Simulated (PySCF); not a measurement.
How methods differ on the excitation energy of Ag²⁺

Ag²⁺ [Kr] 4d9 (2D) → Ag²⁺ [Kr] 4d8 5p1 (high-spin determinant), as a difference of total energies. Calculation: PySCF 2.14, in aug-cc-pwCVDZ-PP with ECP28MDF; scalar relativity through the core potential. Correlated levels: valence: 4s2 4p6 frozen. The calculations carry no spin-orbit coupling.

```csv
method,excitation energy (cm⁻¹)
UHF,111540
MP2 (valence),120570
SCS-MP2 (valence),121050
CCSD (valence),118590
CCSD(T) (valence),118690
```

The determinant of the upper state mixes LS terms, which raises its energy above the lowest term, most at the Hartree-Fock and MP2 levels.
